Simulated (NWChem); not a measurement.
Molecule: CH$_{5}$FGe; SMILES [CH3][GeH2][F]

Program: NWChem. Pople sets run with spherical d functions. Coordinates come from a PBE-D3(BJ)/def2-SVP optimisation. Vertical excitations in the gas phase.

What does the run give for PBE/6-31G*, TDA? Quantities: lowest excitation, singlet (eV); oscillator strength of that lowest state; lowest state with f > 0.02, singlet (eV); lowest triplet (eV); orbital gap (eV).


```yaml
lowest excitation, singlet (eV): 7.08
oscillator_strength_of_that_lowest_state: 0.002
lowest state with f > 0.02, singlet (eV): 8.50
lowest triplet (eV): 6.73
orbital gap (eV): 6.93
```
